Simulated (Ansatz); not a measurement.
Geometry optimisation, RKS B3LYP-D4/def2-SVP (Ansatz).

Input:

```yaml
crystal:
  periodic: [false, false, false]
  atoms:
    - { symbol: C, position_ang: [0.2008, -1.2214, 0.4518] }
    - { symbol: C, position_ang: [-0.0716, 0.0977, -0.3211] }
    - { symbol: Se, position_ang: [0.8173, 0.3445, -2.0119] }
    - { symbol: C, position_ang: [-0.8065, 1.0786, 0.1344] }
    - { symbol: F, position_ang: [-1.0494, 2.2018, -0.5984] }
    - { symbol: Cl, position_ang: [-1.7512, 0.9318, 1.6616] }
    - { symbol: H, position_ang: [0.8823, -1.8346, -0.1049] }
    - { symbol: H, position_ang: [-0.7722, -1.6979, 0.558] }
    - { symbol: H, position_ang: [0.5898, -0.9371, 1.48] }
    - { symbol: H, position_ang: [2.0438, 0.9852, -1.2465] }
basis:
  gaussian: { orbitals: def2-SVP }
hamiltonian:
  xc: b3lyp
  dispersion: d4
relax:
  f_tol: 0.02
  max_steps: 50
```

Run as:

```bash
$ ansatz run input.yaml --threads 2 --pin off --max-ram 3072MiB --backend cpu --events-out ev --progress --plain --runs-dir out
```

Task: Where does it end, and by what steps?

Result: The run converged. The force dipped under the threshold on the way, but the program's further checks kept it going. After 35 steps the energy has fallen by 0.495 eV; H10 moved furthest, 1.64 Å.

```tsv
step	energy less start (eV)	largest force component (eV/Å)	accepted
0	0.0000	2.424	yes
2	-0.2902	1.404	yes
4	-0.3905	0.206	yes
6	-0.3959	0.477	yes
8	-0.4143	0.378	yes
10	-0.4274	0.414	yes
12	-0.4427	0.137	yes
14	-0.4597	0.223	yes
16	-0.4694	0.102	yes
18	-0.4766	0.338	no
20	-0.4872	0.077	yes
22	-0.4898	0.040	yes
24	-0.4911	0.117	no
26	-0.4933	0.026	yes
28	-0.4940	0.052	yes
30	-0.4945	0.019	yes
32	-0.4947	0.027	yes
34	-0.4948	0.012	yes
35	-0.4948	0.013	yes
```

```xyz
10
Properties=species:S:1:pos:R:3
C 0.320 -1.021 0.447
C -0.032 0.283 -0.201
Se 0.816 0.760 -1.866
C -0.910 1.167 0.286
F -1.176 2.311 -0.350
Cl -1.819 1.002 1.749
H 1.398 -1.064 0.677
H 0.090 -1.865 -0.223
H -0.238 -1.158 1.382
H 1.636 -0.466 -1.898
```

The run took 2.3 min on 2 threads of Arm Neoverse V2, on a shared host, peak memory 0.35 GiB.
